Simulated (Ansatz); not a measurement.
A nudged elastic band was laid between two geometries of CH₄AlNS (8 atoms, charge 0, multiplicity 1).

Level of theory: RKS r2SCAN-D4/STO-3G in Ansatz.

```
movable images  : 5
climbing image  : yes
spring          : 5.0 eV/Å²
optimiser       : quadratic models (default)
start path      : IDPP
force threshold : 0.05 eV/Å
iteration limit : 60
end points      : relaxed
```

Initial state:

```xyz
8
Properties=species:S:1:pos:R:3
C -0.340 1.563 0.259
N -0.747 0.437 -0.214
Al 0.215 -0.941 -0.851
S 0.673 -2.474 0.507
H 0.721 1.906 0.360
H -1.063 2.326 0.627
H 0.438 -1.078 -2.324
H 0.196 -1.796 1.581
```

Final state:

```xyz
8
Properties=species:S:1:pos:R:3
C -0.739 1.423 0.215
N 0.360 0.822 -0.080
Al 0.616 -0.801 -0.807
S 0.901 -2.394 0.531
H -1.778 1.036 0.063
H -0.732 2.440 0.671
H 0.865 -0.931 -2.276
H 0.599 -1.653 1.628
```

Problem. Which bonds break or form, and what moves?

Solution. No bond is made or broken. The dihedral C1–N2–Al3–S4 goes from 94 to -93°. The two ends are copies of one structure, up to a mirror image or an exchange of like atoms.

Problem. What energy profile does the band end with?

Solution. The run converged. The highest image is number 3 of 0 to 6, 0.094 eV above the ends, which have the same energy within 2 meV. A vibrational analysis at the climbing image gives no mode beyond 40i cm⁻¹: the surface is too flat there to confirm a saddle point. Limits of this set-up: minimal basis.

```csv
image,path coordinate (Å),energy (eV),dihedral C1–N2–Al3–S4 (°)
0,0.00,0.000,94
1,0.79,0.037,124
2,1.57,0.084,151
3,2.36,0.094,-178
4,3.12,0.082,-149
5,3.89,0.033,-122
6,4.65,0.000,-93
```

Problem. What is the geometry of the highest image?

Solution. 
```xyz
8
Properties=species:S:1:pos:R:3:forces:R:3
C 0.014 1.661 0.194 0.00 0.00 0.01
N -0.320 0.480 0.624 0.00 0.00 0.00
Al 0.260 -0.875 -0.484 0.00 0.00 0.00
S -0.291 -2.806 0.095 0.00 0.00 0.00
H 0.587 1.913 -0.734 0.00 0.00 -0.01
H -0.273 2.571 0.768 0.00 0.00 0.00
H 1.075 -0.619 -1.716 0.00 0.00 0.00
H -0.959 -2.381 1.198 0.00 0.00 0.00
```

The band took 14 iterations and of the order of 3 core-minutes.

The run took 3 min on 1 thread of Arm Neoverse V1, with other jobs on the host, peak memory 0.11 GiB.
